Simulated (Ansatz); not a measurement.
Z-matrix (Å, degrees):
```
C
O 1 1.412
H 1 1.094 2 111.4
H 1 1.092 2 108.9 3 120.7
H 1 1.092 2 108.9 3 -120.7
B 2 1.343 1 121.9 3 -0.2
S 6 1.807 2 117.2 1 -180.0
H 6 1.199 2 121.9 1 0.0
H 7 1.341 6 95.3 2 -180.0
```

The species carries charge 0 and has multiplicity 1.

Problem. List the PBE/def2-TZVPP orbital energies in eV (Ansatz 0.2.0). (An estimate is asked.)

Solution. The calculation gave: Occupied: -2395.63, -511.02, -270.41, -208.62, -177.83, -154.77, -154.64, -154.58, -26.20, -18.41, -17.35, -13.27, -11.77, -11.42, -10.39, -9.85, -8.30, -8.11, -7.22, -6.31. Lowest empty: -0.95, -0.25, 0.62, 1.20, 1.62, 2.00, 2.41, 2.51.
